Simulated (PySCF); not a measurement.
**L and K shells in `COC[Si@H]1CC[SiH2]N1`**

C₄H₁₃NOSi₂.
Cartesian coordinates in Å at the PBE0-D3(BJ)/def2-SVP level; atoms count from 1:
```
atom  x, y, z in Å
C1     3.5656    0.8196    0.5839
O2     2.2477    0.3846    0.4722
C3     2.1147   -0.8673   -0.1420
Si4    0.2748   -1.3136   -0.2273
C5    -0.5717   -0.9715    1.4256
C6    -2.0081   -0.4779    1.1661
Si7   -1.9935    0.5427   -0.4276
N8    -0.6650   -0.2481   -1.2366
H9     4.0506    0.9283   -0.4072
H10    4.1824    0.1223    1.1863
H11    3.5604    1.8007    1.0801
H12    2.5646   -0.8720   -1.1595
H13    2.6538   -1.6593    0.4248
H14    0.2245   -2.7431   -0.6859
H15    0.0348   -0.1706    1.8841
H16   -0.5418   -1.8273    2.1191
H17   -2.6827   -1.3346    0.9950
H18   -2.4201    0.0777    2.0241
H19   -3.2752    0.4420   -1.1980
H20   -1.7559    2.0037   -0.1823
H21   -0.4204   -0.0511   -2.2003
```

Theory: delta-SCF UKS SCAN, pcX-2 on the ionised atom, pcseg-1 elsewhere, spin-free X2C (PySCF 2.14.0). Binding energies are ΔSCF values: E(core-ionised, relaxed orbitals) − E(ground state) at a fixed geometry, referred to the vacuum level. 2p3/2 and 2p1/2 are the ΔSCF energy of one spin-free 2p hole plus the eigenvalues of a spin–orbit and ligand-field matrix of the shell. The splitting includes the ligand field, and 2p3/2 is the mean of two sublevels.

When a 2p electron fills a 1s hole, the emitted photon carries the energy difference of the two hole states (Kα1 from 2p3/2, Kα2 from 2p1/2), here at the ground state's geometry.

| atom | Kα1 (eV) | Kα2 (eV) | 2p3/2 binding energy (eV) |
| --- | --- | --- | --- |
| Si4 | 1739.86 | 1739.24 | 106.24 |
| Si7 | 1739.86 | 1739.23 | 106.40 |

Question: What are the 1s and 2p1/2 binding energies?

Answer: 1s = Kα1 + 2p3/2, and 2p1/2 = 1s − Kα2:

| atom | environment | 1s (eV) | 2p1/2 (eV) |
| --- | --- | --- | --- |
| Si4 | SiH silicon | 1846.10 | 106.86 |
| Si7 | SiH2 silicon | 1846.26 | 107.03 |

Over the 2 silicon sites the 1s value ranges over 0.16 eV, 2p3/2 over 0.16 eV and Kα1, their difference, over 0.00 eV.

Question: And the 1s levels of the other atoms?

Answer: C5 (sp3 carbon bound to silicon) 289.82 eV; C6 (sp3 carbon bound to silicon) 289.93 eV; C3 (sp3 carbon bound to oxygen) 291.22 eV; C1 (methoxy carbon) 292.05 eV; N8 (nitrogen bridging silicon atoms) 403.69 eV; O2 (ether oxygen) 538.26 eV.

Isolated species at its PBE0-D3(BJ)/def2-SVP geometry (one conformer only).

The run took 3.0 min wall on Intel Xeon Platinum 8488C, one thread, no GPU (shared host), and the process peaked at 0.63 GiB of memory.
